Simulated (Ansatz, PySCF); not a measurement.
Gas-phase reaction (SMILES): CC[O][GeH3] [ethoxygermane] → CC[O][GeH2] + H atom; the Ge-H bond at the site shown breaks (other sites are not compared here).

Geometries: B3LYP-D3(BJ)/def2-TZVP minima from Ansatz (a first-principles code), one conformer each, not searched for the lowest. Cores are frozen in the correlated levels unless marked. UHF or UKS for open shells. No spin-orbit coupling. The frozen core is the preceding noble-gas configuration, with the filled d and f shells of earlier blocks. No relativistic terms. CBS(X,Y): correlation extrapolated as X^-3; Hartree-Fock from the larger set. Thermal terms are rigid-rotor harmonic-oscillator values from B3LYP-D3(BJ) frequencies (Ansatz or PySCF) at 298.15 K and 1 atm. 1 Eh = 627.5095 kcal/mol. Atoms have translation alone.

```csv
species,"E, CCSD(T)/CBS(cc-pVTZ,cc-pVQZ) (Ansatz) (Eh)","E, r2SCAN-D4/def2-TZVPD (Ansatz + dftd4) (Eh)",H - E (Eh)
CC[O][GeH3],-2231.60751,-2233.21845,0.10066
CC[O][GeH2],-2230.96552,-2232.58372,0.09119
H atom,-0.49995,-0.49993,0.00236
```

Problem. Work out ΔE and ΔH at 298.15 K at the first level, then ΔH at the second.

Solution. 
1. ΔE = [(-2230.96552) + (-0.49995)] - [(-2231.60751)] = 0.14204 Eh = 89.1 kcal/mol at CCSD(T)/CBS(cc-pVTZ,cc-pVQZ).
2. The terms H - E add up to -0.00711 Eh, so ΔH = (0.14204 + (-0.00711))×627.5095 = 84.7 kcal/mol.
3. At r2SCAN-D4/def2-TZVPD the same steps give ΔE = 84.6 and ΔH = 80.1 kcal/mol, a shift of -4.6 from the first level.
4. These values are not checked against measurement here, since the tables used lack a sound gas-phase enthalpy of formation for at least one species.
